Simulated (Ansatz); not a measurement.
Two structures of SiH2SF4, closed shell, reached by relaxing down either side of one saddle point (PBE0-D4/def2-TZVP). Energies are electronic, without zero-point energy. Computed with Ansatz 0.2.0 (basis: def2-TZVPP and def2-QZVPP); correlated methods freeze the cores. Extrapolation: Hartree–Fock as exp(−7.88 √X), correlation as X^−2.97. First:

```
atom    x (Å)    y (Å)    z (Å)
 Si1  -0.6675  -0.2847  -1.1596
  F2  -0.1798  -1.5369  -0.3604
  F3   0.5149   0.7106  -1.3935
  F4  -1.8501   0.4177  -0.4219
  F5  -1.1787  -0.7696  -2.5578
  H6   0.9823  -0.4422   2.3515
  S7   0.5946   0.8047   2.0435
  H8   1.7842   1.1005   1.4982
```

Second:

Si1  (-0.347, 0.670, -0.819)
F2  (-0.160, -2.433, 1.486)
F3  (0.053, 1.953, -1.631)
F4  (-1.907, 0.621, -0.684)
F5  (0.156, -0.568, -1.639)
H6  (0.047, -1.526, 1.467)
S7  (0.446, 0.701, 1.132)
H8  (1.712, 0.581, 0.688)
(Å)

(1) Which bonds change from the first to the second?

(2) Give the saddle point's structure and its height above each. (To be estimated.)

The T1 diagnostic stays at or below 0.013.

## Answers

(1) SiF₄ ([F][Si]([F])([F])[F]) + H₂S → SiHSF₃ ([F][Si]([F])([F])[SH]) + HF; bonds formed: Si1–S7, F2–H6; bonds broken: Si1–F2, H6–S7.

(2) Computed: 194.3 kJ/mol above the first and 106.0 kJ/mol above the second (CCSD(T) at an estimated basis limit (MP2 extrapolated from triple and quadruple zeta, plus CCSD(T) − MP2 in triple zeta)).
```xyz
8
angstrom
Si -0.4285 0.1082 -0.5612
F -0.4738 -1.4078 0.5076
F -0.1698 1.5464 -1.2173
F -2.0043 0.1281 -0.5187
F 0.3049 -0.7694 -1.6517
H 0.2009 -0.7744 1.3034
S 0.6891 0.7046 1.3576
H 1.8813 0.4644 0.7803
```

Labels in which every atom is bracketed show which atoms are joined, not bond orders.

For scale, one of the runs: CCSD(T)/def2-TZVPP, 236 basis functions, launched by `ansatz run in.yaml --threads 8 --pin off --events-out ev --progress --plain --max-ram 19148MiB`. The run took 2.3 min on 8 CPU threads of an Arm Neoverse V1 (shared host), with 4.7 GiB of host memory at its peak.
